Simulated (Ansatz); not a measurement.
The cluster Te5Pb6, relaxed as a singlet with RKS PBE-D4/def2-SVP in Ansatz, starting from the GFN1-xTB geometry. Force threshold 0.03 eV/Å.

In the def2 sets Pb, Te take a core potential; there is no spin–orbit coupling. Another isomer (singlet) lies 0.05 eV lower at PBE0-D4/def2-SVP; other spin states weren't run for this one.

Start:

```xyz
11

Pb    0.093   -2.638   -2.410
Pb   -0.136    0.381   -2.889
Pb    2.748   -0.265    1.036
Pb    0.658    2.863    1.201
Pb   -2.533    0.784    1.349
Pb   -0.729   -2.354    1.236
Te    1.861    1.482   -1.087
Te    1.835   -2.798   -0.072
Te    0.189    0.166    2.531
Te   -2.016   -0.921   -1.022
Te   -1.969    3.301    0.127
```

| step | energy (eV) | largest force component (eV/Å) | SCF passes |
| --- | --- | --- | --- |
| 1 | -67977.0992 | 0.949 | 22 |
| 2 | -67977.5856 | 0.345 | 29 |
| 3 | -67977.5976 | 0.142 | 22 |
| 4 | -67977.6248 | 0.043 | 22 |
| 5 (rejected) | -67977.6200 | 0.160 | 22 |
| 6 | -67977.6304 | 0.040 | 22 |
| 7 (rejected) | -67977.6018 | 0.363 | 22 |
| 8 | -67977.6334 | 0.014 | 22 |

Force components are those of the run's own axes.

End:

Cartesian coordinates in Å:
```
Pb 0.1050 -2.6879 -2.4585
Pb -0.2574 0.4159 -2.8764
Pb 2.7562 -0.2525 1.1189
Pb 0.6878 2.9356 1.2065
Pb -2.5860 0.9345 1.3177
Pb -0.6391 -2.4909 1.1964
Te 1.9690 1.4671 -1.1483
Te 2.0227 -2.8767 -0.1419
Te 0.1013 0.1508 2.7330
Te -2.2028 -1.0731 -1.0620
Te -1.9567 3.4772 0.1147
```

By distances, no bond broke or formed. The bond that changes most is Pb4–Te9, from 3.04 to 3.23 Å (atoms count from 1).

No frequencies were taken in this run, so the end may be a saddle point.

Hardware: 4 threads of Intel Xeon on a shared host. Wall time 91 s, peak host memory 0.87 GiB.
